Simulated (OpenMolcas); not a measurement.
C: the spin-orbit constant, Slater's ratio, thermal populations, worked from levels

```json
{
 "Program": "OpenMolcas 26.06",
 "Basis": "ANO-L-VQZP [5s4p3d2f]",
 "Scalar Hamiltonian": "non-relativistic, point nucleus",
 "Active space": "4 electrons in 4 orbitals (2s 2p)",
 "State averaging": "2S+1 = 3 even, 3 roots; 2S+1 = 1 even, 6 roots; 2S+1 = 5 odd, 1 root; 2S+1 = 3 odd, 5 roots",
 "Spin-orbit coupling": "RASSI with atomic mean-field integrals over the reference wave functions, term energies averaged over their components"
}
```

Methods: CASSCF; SS-CASPT2, IPEA 0.25 Eh, imaginary shift 0.1 Eh (closed shells correlated: 1s). Measured levels: NIST Handbook of Basic Atomic Spectroscopic Data.

**The spin-orbit constant.** For the Hund term ³P of p2, E(J) = (A/2) J(J+1) + constant and ζ = 2S·A = 2A. From J = 0 to J = 2 the energy changes by 3 A.

| Source | E(2) - E(0) | A | ζ |
| --- | --- | --- | --- |
| CASSCF | 45.4 | 15.1 | 30 |
| SS-CASPT2 | 45.4 | 15.1 | 30 |
| measured | 43.4 | 14.5 | 29 |

All in cm-1. SS-CASPT2 is off by +4.6 % and CASSCF by +4.6 %. Both methods take the spin-orbit matrix elements from the reference wave functions, so the second can move ζ only through the term energies and any multistate remixing. Second-order mixing with other terms is absorbed into this ζ.

**Slater's ratio.** With one set of orbitals, p2 has ¹D - ³P = 6 F2 and ¹S - ¹D = 9 F2 (F2 = F²/25), a ratio of 3/2. Term energies are centres of gravity, weighted by 2J + 1.

| Source | ¹D - ³P | ¹S - ³P | F2 from the first | Ratio |
| --- | --- | --- | --- | --- |
| CASSCF | 12705 | 21089 | 2118 | 0.660 |
| SS-CASPT2 | 9837 | 20129 | 1640 | 1.046 |
| measured | 10163 | 21618 | 1694 | 1.127 |

Energies in cm-1. A ratio away from 3/2 shows effects beyond one configuration with one set of orbitals, and in heavier atoms second-order spin-orbit shifts. In CASSCF the valence s occupation is 1.85 in ¹S against 1.96 in ¹D: mixing out of s² acts most on ¹S and pulls it down.

**Thermal populations.** Z = Σ (2J + 1) exp(-E/kT) with k = 0.695035 cm-1/K, over the levels below. No other level of either list lies under 60300 cm-1, which is above 7 kT at each temperature.

```csv
Level,2J + 1,SS-CASPT2,measured
2s² 2p² ³P₀,1,0.0,0.0
2s² 2p² ³P₁,3,15.2,16.4
2s² 2p² ³P₂,5,45.4,43.4
2s² 2p² ¹D₂,5,9870,10193
2s² 2p² ¹S₀,1,20160,21648
2s 2p³ ⁵S°₂,5,30770,33735
```

```csv
T (K),"Z, SS-CASPT2","Z, measured levels","Ground level (%), SS-CASPT2","Ground level (%), measured levels"
5000,9.218,9.192,10.8,10.9
8000,9.845,9.784,10.2,10.2
12000,10.713,10.603,9.3,9.4
```

At 12000 K, kT = 8340 cm-1, and the computed levels give Z = 1.000 + 2.995 + 4.973 + 1.531 + 0.089 + 0.125 = 10.713.

CASPT2 does not keep the components of a term degenerate, so their means are used; among the terms shown or strongly mixed into the levels shown the widest spread is 11 cm-1 (2s² 2p² ¹D, SS-CASPT2). Over all roots computed the reference weight is 0.92 to 0.99 in SS-CASPT2; the roots of lowest weight are the least certain, and an intruder state may touch them. Without dynamic correlation excited terms often stand tens of per cent too high (terms of higher spin than the ground term too low), and those without a measured partner can miss by more than the paired ones (holds for CASSCF). Measured partners are found by configuration, term and J. A level has none where our copy of the source lacks it or the pairing is in doubt (some pairs that miss far off the trend of their configuration count as doubtful), and it then counts in no deviation. Only configurations of the active space appear.

° marks odd parity.
